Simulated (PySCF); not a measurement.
## RuOF + H₂O → RuO(OH) + HF

Level: PBE0 in the def2-TZVP basis family, computed in PySCF with density fitting; scalar-relativistic core potentials for atoms from Rb on, none lighter, no spin–orbit coupling; open shells unrestricted.

```json
{"species": "RuOF", "state and structure": "doublet, Cs, Ru–F 1.826 Å, Ru–O 1.611 Å; F–Ru–O 157.1°", "ZPE (kJ/mol)": "11.3", "H(298 K) − H(0) (kJ/mol)": "12.0", "S° (J/(mol K))": "280.8"}
{"species": "H₂O", "state and structure": "singlet, C2v, O–H 0.960 Å (×2); H–O–H 105.1°", "ZPE (kJ/mol)": "56.5", "H(298 K) − H(0) (kJ/mol)": "9.9", "S° (J/(mol K))": "188.7"}
{"species": "RuO(OH)", "state and structure": "doublet, Cs, O–H 0.957 Å, Ru–O 1.620 Å, Ru–O 1.816 Å; H–O–Ru 147.4°, O–Ru–O 159.0°", "ZPE (kJ/mol)": "41.1", "H(298 K) − H(0) (kJ/mol)": "13.2", "S° (J/(mol K))": "286.3"}
{"species": "HF", "state and structure": "singlet, C∞v, H–F 0.920 Å", "ZPE (kJ/mol)": "24.9", "H(298 K) − H(0) (kJ/mol)": "8.7", "S° (J/(mol K))": "173.6"}
```

Is the gas-phase reaction uphill or downhill in electronic energy at this level, and by how much?

At PBE0/def2-TZVP, ΔE = 7.5 kJ/mol, uphill. 

Add zero-point, thermal and entropy terms for 298.15 K and 1 bar.

ΔZPE = -1.8 and Δ[H(298) − H(0)] = 0.0 kJ/mol give ΔH° = 5.7 kJ/mol. ΔS° = -9.6 J/(mol K), so ΔG° = 5.7 − 298.15 × (-0.0096) = 9 kJ/mol and log₁₀K = -1.5.

Open d or f shells are single determinants, so the state found may not be the ground state. Only the bonding shown was studied: isomers, or loss of a ligand pair, can lie lower.
